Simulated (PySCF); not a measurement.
NbO, SMILES [O]=[Nb] (connectivity only; charge and spin as stated), neutral, multiplicity 4.

Coordinates come from a PBE0-D3(BJ)/def2-TZVPD optimisation. The spin state was assumed, not searched. The def2 effective core potentials stand for the cores of Nb; spin–orbit coupling is left out.

Two levels are set side by side: PBE/def2-TZVPD (PySCF) and B3LYP/def2-TZVPD (PySCF). Same geometry, gas phase. Differences are taken from unrounded values.

```json
[
 {"quantity": "α-spin orbital gap (eV)", "B3LYP": "3.19"},
 {"quantity": "β-spin orbital gap (eV)", "B3LYP": "6.73"},
 {"quantity": "dipole moment (D)", "B3LYP": "3.66"},
 {"quantity": "mean polarisability (bohr³)", "B3LYP": "77.7"}
]
```

What does PBE give, and how far is it from B3LYP? (The exact figures need the calculation; the answer reports its results.)


```json
[
 {"quantity": "α-spin orbital gap (eV)", "PBE": "1.46", "PBE minus B3LYP": "-1.73"},
 {"quantity": "β-spin orbital gap (eV)", "PBE": "5.58", "PBE minus B3LYP": "-1.15"},
 {"quantity": "dipole moment (D)", "PBE": "3.32", "PBE minus B3LYP": "-0.34"},
 {"quantity": "mean polarisability (bohr³)", "PBE": "77.7", "PBE minus B3LYP": "0.0"}
]
```

Rough cost on one machine, each run with all the roots and properties that it gave: B3LYP against PBE within a factor of 2.
